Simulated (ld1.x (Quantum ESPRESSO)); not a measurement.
Results of a calculation; reference values are marked as such.
# Pseudopotentials across the periodic table

Generated with ld1.x 7.5 (TM, RRKJ, ultrasoft, PAW), atompaw 4.2 or ONCVPSP 4.0.1. The cutoff is in Ry: for ld1.x and atompaw files where the sum of valence levels is converged to 10 mRy in a Bessel basis, for ONCV files where the hardest occupied wave has 1 mHa per electron of residual kinetic energy. The error is the largest all-electron minus pseudo excitation energy over each file’s own four to seven test configurations (ionisations up to +4, promotions, holes and added fractions of an electron), all of which were solved. The labels leave out finer settings (local radius, basis sizes, second energies), which also bear on the numbers. Spin-polarised tests are not counted. The rows are a selection from randomly drawn settings: files with unsolved tests, undetermined cutoffs or missed reference levels are left out.

A true bound ghost makes a file unfit for plane-wave use even where its test errors are small: the radial tests pick states by their node count and pass the ghost by.

```tsv
element	potential	cutoff (Ry)	largest error (meV)	bound ghosts
Be	TM, BP86, scalar-relativistic, rc 1.50/4.20 (sp), local smoothed, core correction yes, reference 2s1.75 2p0.25	10	-155	none
Be	ultrasoft, LDA (PZ), scalar-relativistic, rc 1.80/3.85/3.60 (spd), local smoothed, core correction no, reference 2s2 2p0	6	+246	none
O	TM, PBE, scalar-relativistic, rc 0.85/1.20 (sp), local s, core correction yes, reference 2s2 2p3.5	100	+968	none
Sr	PAW, PBE, scalar-relativistic, rc 2.00/2.60/3.70 (spd), local smoothed, core correction yes, reference 4s2 4p6 4d0 5s1 5p1	15	+6.8	none
```

**Question.** Fill in the row for W: TM, PBE, scalar-relativistic, rc 2.25/2.85/1.85 (spd), local smoothed, core correction no, reference 5d4 6s1.5 6p0.5.

**Answer.** cutoff 30 Ry, largest error +63 meV, bound ghosts: none.

**Question.** Fill in the row for Cd: PAW, PBEsol, scalar-relativistic, rc 2.10/3.50/1.20 (spd), local smoothed, core correction yes, reference 4d10 5s2 5p0.

**Answer.** cutoff 80 Ry, largest error -582 meV, bound ghosts: s, p.
